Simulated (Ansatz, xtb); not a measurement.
**C4H7BN2O2: 6 structures ranked**

6 gas-phase structures of C4H7BN2O2, from a drawn sample of its isomers (lower ones may exist). Each was relaxed with GFN2-xTB; where two conformers were screened, the lower at r2SCAN-D4/def2-SVP//GFN2-xTB is listed:

A. `Cn1ccnc1B(O)O`, a singlet
B. `OB(O)Cn1ccnc1`, a singlet
C. `N#C[C@@H]1CCOB(N)O1`, a singlet
D. `Nc1cc[nH]c1B(O)O`, a singlet
E. `Cn1cc(B(O)O)cn1`, a singlet
F. `OB(O)Cn1cccn1`, a singlet

Q: Estimate their order in r2SCAN-D4/def2-SVP//GFN2-xTB energy at these geometries, lowest first.

A: Calculated order at r2SCAN-D4/def2-SVP//GFN2-xTB: A (0.0), D (3.4), B (10.2), C (10.3), F (12.9), E (14.0) kcal/mol. Less than 1 kcal/mol parts B and C, so the order within that pair means little.

Energies above the lowest of each column, in kcal/mol; the last columns are at r2SCAN-D4/def2-SVP geometries (a dash: not run or not comparable):

```tsv
structure	GFN2-xTB	HF/STO-3G	r2SCAN-D4/def2-SVP//GFN2-xTB	r2SCAN-D4/def2-SVP	CCSD(T)/def2-SVP + ΔMP2/def2-TZVPP
A	0.0	33.3	0.0	0.0	0.0
D	14.7	53.9	3.4	4.1	4.6
B	6.4	44.6	10.2	10.1	8.9
C	21.6	0.0	10.3	10.9	1.9
F	13.9	44.7	12.9	12.7	–
E	14.3	44.2	14.0	14.2	–
```

CCSD(T)/def2-SVP + ΔMP2/def2-TZVPP puts A lowest of those it was run on; HF/STO-3G picks C. CCSD(T)/def2-SVP + ΔMP2/def2-TZVPP orders those it was run on as A (0.0), C (1.9), D (4.6), B (8.9) kcal/mol. Flexible structures stand in one conformer each, not always the lowest. Frequencies (GFN2-xTB) were run for A, B, C, D alone. The ΔMP2 step shifts differences by up to 4.2 kcal/mol, which makes them less sure. ΔMP2 is the change of the MP2 energy from the smaller to the larger basis.

Over these structures GFN2-xTB departs from r2SCAN-D4/def2-SVP//GFN2-xTB by 5.3 kcal/mol on average once a common shift is removed. A GFN2-xTB relaxation took about 0.16 s and the r2SCAN-D4/def2-SVP//GFN2-xTB energy about 1.9 s on a shared host (Ansatz 0.2.0, xtb 6.7.1).
